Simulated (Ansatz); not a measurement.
Reaction (cleavage of the Si–Si bond): `[SiH3][SiH]1BO1` + NH₃ → `N[SiH]1BO1` + SiH₄

Program: Ansatz. Geometries: PBE0-D4/def2-TZVP. ΔE: electronic, gas phase. CCSD(T)/CBS is the MP2 limit (def2-TZVPP, def2-QZVPP) plus CCSD(T) − MP2 in def2-TZVPP, frozen cores. This one scheme is used for every species. DFT in def2-TZVPP. B3LYP here is the variant with VWN-RPA as its local correlation; programs differ in this. Each species was taken in one conformer, which may not be the lowest.

CCSD(T)/CBS gives -15.2 kcal/mol.

Another level gave -15.1 kcal/mol. Which?
A. B2PLYP/def2-TZVPP
B. r2SCAN-D4/def2-TZVPP
C. PBE0-D4/def2-TZVPP
D. B3LYP-D4/def2-TZVPP

D. B3LYP-D4 -15.1, B2PLYP -16.5, PBE0-D4 -12.5, r2SCAN-D4 -14.0 kcal/mol.

Largest T1 diagnostic among the species: 0.017.

From PBE to PBE0 (25 % exact exchange), in def2-TZVPP and without D4, ΔE moves by −1.7 kcal/mol. In def2-TZVPP, CCSD(T) changes the Hartree–Fock value by +4.8 kcal/mol (the triples alone add +0.8 kcal/mol) and MP2 by +2.9 kcal/mol.
